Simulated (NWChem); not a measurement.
A series in which one site is exchanged, each optimised at PBE0/def2-SVP with NWChem, gas phase unless a solvent is named. This build's default masses of Se (78.918 u) and Br (79.917 u) are each other's, which moves their modes by up to 0.6 %. Some are not confirmed as minima by frequencies. def2 effective core potentials on I; no spin-orbit coupling.

A: FBI (BHIF; site = I)
B: FBCl (BHClF; site = Cl)
C: FBBr (BHBrF; site = Br)
D: B(F)F (BHF$_{2}$; site = F)

Problem. Rank them by vertical ionisation energy, ΔSCF, PBE0/def2-SVP (eV), lowest first.

Solution. A (10.34), C (11.43), B (12.24), D (13.94)
